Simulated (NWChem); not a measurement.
System: GaBrF2; SMILES [F][Ga]([F])[Br]

Excerpt of the output:

```
             Northwest Computational Chemistry Package (NWChem) 7.3.0
             --------------------------------------------------------

 C2V symmetry detected

                             Geometry "geometry" -> ""
                             -------------------------

 Output coordinates in angstroms (scale by  1.889725989 to convert to a.u.)

  No.       Tag          Charge          X              Y              Z
 ---- ---------------- ---------- -------------- -------------- --------------
    1 Ga                  31.0000     0.00000000     0.00000000     0.73774870
    2 F                    9.0000     0.00000000    -1.47190200     1.65377670
    3 F                    9.0000     0.00000000     1.47190200     1.65377670
    4 Br                  35.0000     0.00000000     0.00000000    -1.50394830

 Effective nuclear repulsion energy (a.u.)     536.6997072800

      Symmetry information
      --------------------

 Group name             C2v
 Group number             16
 Group order               4
 No. of unique centers     3

                                 NWChem DFT Module
                                 -----------------

 Summary of "ao basis" -> "ao basis" (spherical)
 ------------------------------------------------------------------------------
       Tag                 Description            Shells   Functions and Types
 ---------------- ------------------------------  ------  ---------------------
 Ga                        def2-svpd                14       38   6s4p4d
 F                         def2-svpd                 9       23   4s3p2d
 Br                        def2-svpd                15       41   6s5p4d

      Symmetry analysis of basis
      --------------------------

        a1         53
        a2         15
        b1         24
        b2         33

[...]

                                NWChem TDDFT Module
                                -------------------

            General Information
            -------------------
           No. of orbitals :     250
            Alpha orbitals :     125
             Beta orbitals :     125
        Alpha frozen cores :       0
         Beta frozen cores :       0
     Alpha frozen virtuals :       0
      Beta frozen virtuals :       0
         Spin multiplicity :       1
    Number of AO functions :     125
        Use of symmetry is : off
      Symmetry adaption is : on
         Schwarz screening :  0.10D-07

              XC Information
              --------------
              Hartree-Fock (Exact) Exchange   1.00
            CAM-Becke88 Exchange Functional   1.00
               VWN V Correlation Functional   0.19 local
       Lee-Yang-Parr Correlation Functional   0.81
           Alpha           :  0.19
           Beta            :  0.46
           Gamma           :  0.33

             TDDFT Information
             -----------------
          Calculation type : Tamm-Dancoff TDDFT
         Wavefunction type : Restricted singlets
          No. of electrons :      84
           Alpha electrons :      42
            Beta electrons :      42
              No. of roots :       6
          Max subspacesize :    5200
            Max iterations :     100
               Target root :       1
           Target symmetry : none
      Symmetry restriction : off
                 Algorithm : Optimal
        Davidson threshold :  0.10D-03

    6 smallest eigenvalue differences (eV)
--------------------------------------------------------
  No. Spin  Occ  Vir  Irrep   E(Occ)    E(Vir)   E(Diff)
--------------------------------------------------------
    1    1   42   43 b2       -0.399    -0.058     9.271
    2    1   41   43 b1       -0.405    -0.058     9.428
    3    1   42   44 a2       -0.399    -0.017    10.396
    4    1   41   44 a1       -0.405    -0.017    10.553
    5    1   40   43 a1       -0.459    -0.058    10.900
    6    1   39   43 b2       -0.487    -0.058    11.667
--------------------------------------------------------

  Entering Davidson iterations
  Restricted singlet excited states

  Iter   NTrls   NConv    DeltaV     DeltaE      Time
  ----  ------  ------  ---------  ---------  ---------
    1      6       0     0.15E+00   0.10+100       58.2
    2     12       0     0.61E-01   0.39E-01       56.9
    3     18       0     0.40E-01   0.61E-02       58.5
    4     24       0     0.17E-01   0.16E-02       58.4
    5     30       0     0.80E-02   0.54E-03       57.7
    6     36       2     0.42E-02   0.17E-03       60.1
    7     40       4     0.15E-02   0.27E-04       58.7
    8     42       5     0.40E-03   0.18E-05       54.0
    9     43       5     0.13E-03   0.14E-06       53.5
   10     44       6     0.81E-04   0.17E-07       55.3
  ----  ------  ------  ---------  ---------  ---------
  Convergence criterion met

  Ground state a1      -4698.338421235354 a.u.

  ----------------------------------------------------------------------------
  Root   1 singlet b2             0.210667231 a.u.                5.7325 eV
  ----------------------------------------------------------------------------
     Transition Moments    X  0.00000   Y -0.35585   Z  0.00000
     Dipole Oscillator Strength                    0.0177842253
     Electric Quadrupole                           0.0000000066
     Magnetic Dipole                               0.0000000247
     Total Oscillator Strength                     0.0177842566

[...]
```

Level: CAM-B3LYP/def2-SVPD, TDA. Structure relaxed at the PBE0/def2-SVP level.

Which NWChem input produces such a log?

This is not unique; one that fits is the input that was run:
```
start job
memory heap 200 mb stack 900 mb global 1100 mb
geometry units angstroms noautoz
  Ga     0.000000     0.000000     0.742528
  F      0.000000    -1.471902     1.658556
  F      0.000000     1.471902     1.658556
  Br     0.000000     0.000000    -1.499169
end
basis spherical
  * library def2-svpd
end
dft
  xc xcamb88 1.00 lyp 0.81 vwn_5 0.19 hfexch 1.00
  cam 0.33 cam_alpha 0.19 cam_beta 0.46
  iterations 150
end
tddft
  cis
  nroots 6
  notriplet
end
task tddft energy
```
